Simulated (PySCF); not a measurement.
C₄H₁₂Si, quintet, geometry from GFN2-xTB of the parent state (a higher spin typed on purpose: for a closed-shell molecule this is an excited state); PBE0/3-21G (PySCF).

PySCF was given this input:
```python
from pyscf import gto, scf, dft

mol = gto.Mole()
mol.atom = '''
    C    -0.417781   -1.214189   -1.412677
    Si    0.000000    0.000000   -0.000000
    C     0.005541    1.785287   -0.676144
    C    -1.310410   -0.153853    1.379712
    C     1.722650   -0.417246    0.709109
    H    -1.393964   -1.004244   -1.839505
    H    -0.429310   -2.241604   -1.061285
    H     0.309978   -1.152215   -2.216244
    H     0.240358    2.503370    0.103862
    H    -0.962114    2.055656   -1.088135
    H     0.741828    1.907685   -1.464873
    H    -2.304575    0.077452    1.009137
    H    -1.339921   -1.159908    1.787357
    H    -1.102103    0.525166    2.201134
    H     1.754239   -1.428607    1.103244
    H     2.493527   -0.339218   -0.051714
    H     1.992058    0.256468    1.517021
'''
mol.basis = '3-21g'
mol.charge = 0
mol.spin = 4
mol.verbose = 4
mol.build()

mf = dft.ROKS(mol)
mf.xc = 'pbe0'
mf.kernel()
```

Question: What does PySCF print? Leave out banner, timings and long lists.

Answer: 
```
PySCF version 2.14.0

[INPUT] verbose = 4
[INPUT] num. atoms = 17
[INPUT] num. electrons = 50
[INPUT] charge = 0
[INPUT] spin (= nelec alpha-beta = 2S) = 4
[INPUT] symmetry False subgroup None
[INPUT] Mole.unit = angstrom
[INPUT] Symbol           X                Y                Z      unit          X                Y                Z       unit  Magmom
[INPUT]  1 C     -0.417781000000  -1.214189000000  -1.412677000000 AA   -0.789491670047  -2.294484673460  -2.669572632472 Bohr   0.0
[INPUT]  2 Si     0.000000000000   0.000000000000   0.000000000000 AA    0.000000000000   0.000000000000   0.000000000000 Bohr   0.0
[INPUT]  3 C      0.005541000000   1.785287000000  -0.676144000000 AA    0.010470972456   3.373703483746  -1.277726980768 Bohr   0.0
[INPUT]  4 C     -1.310410000000  -0.153853000000   1.379712000000 AA   -2.476316010891  -0.290740033443   2.607277810776 Bohr   0.0
[INPUT]  5 C      1.722650000000  -0.417246000000   0.709109000000 AA    3.255336708482  -0.788480666570   1.340021802464 Bohr   0.0
[INPUT]  6 H     -1.393964000000  -1.004244000000  -1.839505000000 AA   -2.634210187503  -1.897746122238  -3.476160654768 Bohr   0.0
[INPUT]  7 H     -0.429310000000  -2.241604000000  -1.061285000000 AA   -0.811278322537  -4.236017639730  -2.005537990109 Bohr   0.0
[INPUT]  8 H      0.309978000000  -1.152215000000  -2.216244000000 AA    0.585773524640  -2.177370786616  -4.188094185211 Bohr   0.0
[INPUT]  9 H      0.240358000000   2.503370000000   0.103862000000 AA    0.454210791848   4.730683688452   0.196270734750 Bohr   0.0
[INPUT] 10 H     -0.962114000000   2.055656000000  -1.088135000000 AA   -1.818131960610   3.884626846319  -2.056277136554 Bohr   0.0
[INPUT] 11 H      0.741828000000   1.907685000000  -1.464873000000 AA    1.401851751534   3.605002181941  -2.768208777270 Bohr   0.0
[INPUT] 12 H     -2.304575000000   0.077452000000   1.009137000000 AA   -4.355015583520   0.146363067800   1.906992552165 Bohr   0.0
[INPUT] 13 H     -1.339921000000  -1.159908000000   1.787357000000 AA   -2.532083718553  -2.191908449692   3.377615216824 Bohr   0.0
[INPUT] 14 H     -1.102103000000   0.525166000000   2.201134000000 AA   -2.082672831062   0.992419909933   4.159540423468 Bohr   0.0
[INPUT] 15 H      1.754239000000  -1.428607000000   1.103244000000 AA    3.315031267031  -2.699675969637   2.084829008570 Bohr   0.0
[INPUT] 16 H      2.493527000000  -0.339218000000  -0.051714000000 AA    4.712083114208  -0.641029116523  -0.097725296806 Bohr   0.0
[INPUT] 17 H      1.992058000000   0.256468000000   1.517021000000 AA    3.764444044249   0.484654279715   2.866754215214 Bohr   0.0

nuclear repulsion = 243.401032827796
number of shells = 51
number of NR pGTOs = 123
number of NR cGTOs = 73
basis = 3-21g
ecp = {}

******** <class 'pyscf.dft.roks.ROKS'> ********
method = ROKS
initial guess = minao
damping factor = 0
level_shift factor = 0
DIIS = <class 'pyscf.scf.diis.CDIIS'>
diis_start_cycle = 1
diis_space = 8
diis_damp = 0
SCF conv_tol = 1e-09
SCF conv_tol_grad = None
SCF max_cycles = 50
direct_scf = True
direct_scf_tol = 1e-13
num. doubly occ = 23  num. singly occ = 4
XC library pyscf.dft.libxc version 7.1.2
    S. Lehtola, C. Steigemann, M. J. T. Oliveira, and M. A. L. Marques,  SoftwareX 7, 1–5 (2018)
XC functionals = pbe0
    C. Adamo and V. Barone,  J. Chem. Phys. 110, 6158 (1999)
    M. Ernzerhof and G. E. Scuseria,  J. Chem. Phys. 110, 5029 (1999)
radial grids:
    Treutler-Ahlrichs [JCP 102, 346 (1995); DOI:10.1063/1.469408] (M4) radial grids

becke partition: Becke, JCP 88, 2547 (1988); DOI:10.1063/1.454033
pruning grids: <function nwchem_prune>
grids dens level: 3
symmetrized grids: False
atomic radii adjust function: <function treutler_atomic_radii_adjust>
small_rho_cutoff = 0
Set gradient conv threshold to 3.16228e-05
tot grids = 193352
init E= -446.151462209949

WARN: HOMO 0.0469482796456648 >= LUMO 0.0469560998834292

cycle= 1 E= -445.739659750862  delta_E= 0.412  |g|= 0.333  |ddm|= 9.29
  HOMO = 0.0664498102251221  LUMO = 0.0933014143455386  gap/eV = 0.73067
cycle= 2 E= -445.523082133927  delta_E= 0.217  |g|= 0.684  |ddm|= 5.81
  HOMO = 0.0792128105402692  LUMO = 0.0931835683871391  gap/eV = 0.38016
cycle= 3 E= -445.728397642887  delta_E= -0.205  |g|= 0.322  |ddm|= 7.07
  HOMO = 0.0713680911955898  LUMO = 0.0912852218390995  gap/eV = 0.54197
cycle= 4 E= -445.783559397848  delta_E= -0.0552  |g|= 0.0932  |ddm|= 4.43
  HOMO = 0.0712702196333268  LUMO = 0.0921076332663517  gap/eV = 0.56701
cycle= 5 E= -445.775462955398  delta_E= 0.0081  |g|= 0.176  |ddm|= 2.28
  HOMO = 0.0724816629624332  LUMO = 0.0963490767853088  gap/eV = 0.64947
cycle= 6 E= -445.792624387414  delta_E= -0.0172  |g|= 0.0327  |ddm|=  1.8
  HOMO = 0.0760469038083937  LUMO = 0.0995959611410226  gap/eV = 0.64080
cycle= 7 E= -445.794967464487  delta_E= -0.00234  |g|= 0.0136  |ddm|= 1.44
  HOMO = 0.0787458330697455  LUMO = 0.103032401941917  gap/eV = 0.66087
cycle= 8 E= -445.795989505936  delta_E= -0.00102  |g|= 0.0259  |ddm|= 1.13
  HOMO = 0.0800911928874426  LUMO = 0.104590663687038  gap/eV = 0.66666
cycle= 9 E= -445.796438872639  delta_E= -0.000449  |g|= 0.0211  |ddm|=  0.5
  HOMO = 0.0800963941231312  LUMO = 0.104935972368544  gap/eV = 0.67592
cycle= 10 E= -445.796717554133  delta_E= -0.000279  |g|= 0.0117  |ddm|= 0.407
  HOMO = 0.0810006064567474  LUMO = 0.106005065763709  gap/eV = 0.68041
cycle= 11 E= -445.796832201292  delta_E= -0.000115  |g|= 0.00367  |ddm|= 0.331
  HOMO = 0.0814662631038952  LUMO = 0.106473068359625  gap/eV = 0.68047
cycle= 12 E= -445.796845342471  delta_E= -1.31e-05  |g|= 0.002  |ddm|= 0.136
  HOMO = 0.0814812442619681  LUMO = 0.106512602831726  gap/eV = 0.68114
cycle= 13 E= -445.796848635504  delta_E= -3.29e-06  |g|= 0.000581  |ddm|= 0.0708
  HOMO = 0.0815551626513336  LUMO = 0.106584372603603  gap/eV = 0.68108
cycle= 14 E= -445.796849846957  delta_E= -1.21e-06  |g|= 0.000699  |ddm|= 0.0309
  HOMO = 0.0814606020332496  LUMO = 0.106492114113061  gap/eV = 0.68114
cycle= 15 E= -445.796850350007  delta_E= -5.03e-07  |g|= 0.000246  |ddm|= 0.0333
  HOMO = 0.0814846495911734  LUMO = 0.106528657544643  gap/eV = 0.68148
cycle= 16 E= -445.796850844088  delta_E= -4.94e-07  |g|= 0.000303  |ddm|= 0.0217
  HOMO = 0.081513583310675  LUMO = 0.106558595235349  gap/eV = 0.68151
cycle= 17 E= -445.796851481429  delta_E= -6.37e-07  |g|= 0.000104  |ddm|= 0.0415
  HOMO = 0.0815026425663101  LUMO = 0.106547469385663  gap/eV = 0.68150
cycle= 18 E= -445.796851590766  delta_E= -1.09e-07  |g|= 6.26e-05  |ddm|= 0.0136
  HOMO = 0.0814999150462687  LUMO = 0.106544221020575  gap/eV = 0.68149
cycle= 19 E= -445.796851651547  delta_E= -6.08e-08  |g|= 7.03e-05  |ddm|= 0.0153
  HOMO = 0.0815041050865328  LUMO = 0.106547034461884  gap/eV = 0.68145
cycle= 20 E= -445.79685165874  delta_E= -7.19e-09  |g|= 2.92e-05  |ddm|= 0.00292
  HOMO = 0.0814983970179768  LUMO = 0.106542281203631  gap/eV = 0.68148
cycle= 21 E= -445.796851663372  delta_E= -4.63e-09  |g|= 1.03e-05  |ddm|= 0.00473
  HOMO = 0.0814974980388286  LUMO = 0.106541826356967  gap/eV = 0.68149
cycle= 22 E= -445.796851663628  delta_E= -2.56e-10  |g|= 4.72e-06  |ddm|= 0.000612
  HOMO = 0.0814988623692379  LUMO = 0.106542994616007  gap/eV = 0.68149
Extra cycle  E= -445.796851663627  delta_E= 4.55e-13  |g|= 6.63e-06  |ddm|= 9.1e-05
converged SCF energy = -445.796851663627
```
